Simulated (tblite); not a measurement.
Species: 2-isopropyl-1,3-dithiolane, C₆H₁₂S₂.
Z-matrix (Å and degrees, GFN2-xTB geometry), rows numbered from 1:
```
C 
C   1  1.5248
C   2  1.5262  1  110.83
C   2  1.5289  1  111.99  3  -122.70
S   4  1.8374  2  110.81  1   -67.08
C   5  1.8218  4   97.00  2   133.41
C   6  1.5093  5  107.33  4   -36.28
S   7  1.8196  6  106.69  5    52.04
H   1  1.0881  2  110.29  3    58.31
H   1  1.0868  2  110.02  3   -61.19
H   1  1.0878  2  110.50  3   179.28
H   2  1.0970  1  108.69  3   119.96
H   3  1.0868  2  110.17  1    55.83
H   3  1.0877  2  110.85  1   176.01
H   3  1.0884  2  110.00  1   -63.99
H   4  1.0928  2  109.76  1   174.36
H   6  1.0888  5  107.00  4  -157.07
H   6  1.0910  5  108.66  4    84.31
H   7  1.0901  6  111.60  5   -67.12
H   7  1.0887  6  112.20  5   168.95
```

Method: GFN2-xTB as coded in tblite; computed harmonic values from a numerical Hessian at the method's own geometry, unscaled. The method is semi-empirical: single wavenumbers can be off by several per cent or more. One conformer, not necessarily the lowest.

Harmonic wavenumbers (cm⁻¹): 52.9, 85.8, 169.6, 207.2, 220.4, 237.3, 254.3, 301.2, 370.3, 421.1, 434.8, 521.6, 677.9, 695.0, 697.4, 756.2, 848.3, 879.0, 942.1, 949.4, 985.8, 987.4, 1023.4, 1067.1, 1094.8, 1117.7, 1131.0, 1156.4, 1189.7, 1215.4, 1235.9, 1249.7, 1299.7, 1325.4, 1403.3, 1418.2, 1427.6, 1442.0, 1492.4, 1493.7, 1503.8, 1505.6, 2918.2, 2936.3, 2971.3, 2986.3, 3006.5, 3009.0, 3028.6, 3031.3, 3033.9, 3035.1, 3043.5, 3047.3.

A = 2135, B = 1204, C = 984.9 MHz; mass 148.038 u (most abundant isotopes); point group C1, symmetry number 1.

Question: What is the zero-point energy?

Answer: Half the sum of the wavenumbers: 36768 cm⁻¹ = 439.84 kJ/mol.

Question: What is S at 500 K and 1 bar for an ideal gas of classical rigid rotors and harmonic oscillators?

Answer: Translation 181.93, rotation 128.75, vibration 193.21: S = 503.9 J/(mol K).

Question: And Cp and H(500 K) − H(0)?

Answer: Cp = 240.31 J/(mol K), of which vibrations give 207.06 (their classical limit is 54 R = 449.0); H(500 K) − H(0) = 68.33 kJ/mol without the zero-point energy, 51.70 from vibrations.

Question: How do the functions run with temperature in this model?

Answer: 
```tsv
T (K)	S (J/(mol K))	Cp (J/(mol K))	H − H(0) (kJ/mol)	G − H(0) (kJ/mol)	ln q(vib)
50	243.1	49.0	1.97	-10.19	0.35
100	284.4	73.1	5.02	-23.42	1.24
298.15	402.0	157.5	27.81	-92.03	5.83
373.15	440.9	190.7	40.88	-123.65	7.66
750	615.6	310.1	137.79	-323.90	16.95
1000	711.5	356.0	221.43	-490.09	22.81
```

q(vib) and H(0) count from the zero-point level.

Question: Blend soft modes into free rotors: weight 1/[1 + (100 cm⁻¹/ν̃)⁴] for the oscillator and the rest for a rotor with moment μB/(μ + B), μ = h/(8π²ν), B = 10⁻⁴⁴ kg m². What vibrational entropy results?

Answer: 182.65 J/(mol K) in place of 193.21, which changes −T·S at 500 K by +5.28 kJ/mol.

Question: What must be added to the electronic energy to get the Gibbs energy at 500 K and 1 bar?

Answer: ZPE + [H(500 K) − H(0)] − T·S = 439.84 + 68.33 − 251.94 = 256.23 kJ/mol.

Question: Which modes carry the vibrational entropy at 500 K?

Answer: 52.9 cm⁻¹: 23.97; 85.8 cm⁻¹: 19.97; 169.6 cm⁻¹: 14.36; 207.2 cm⁻¹: 12.74; 220.4 cm⁻¹: 12.24; 237.3 cm⁻¹: 11.65 J/(mol K); the other 48 give 98.29 together.

Hindered rotation and anharmonicity are outside this model. Other conformers, if any are populated, would add a mixing term that is left out. The structure is chiral; the term R ln 2 for an equal mix with its mirror image is left out.
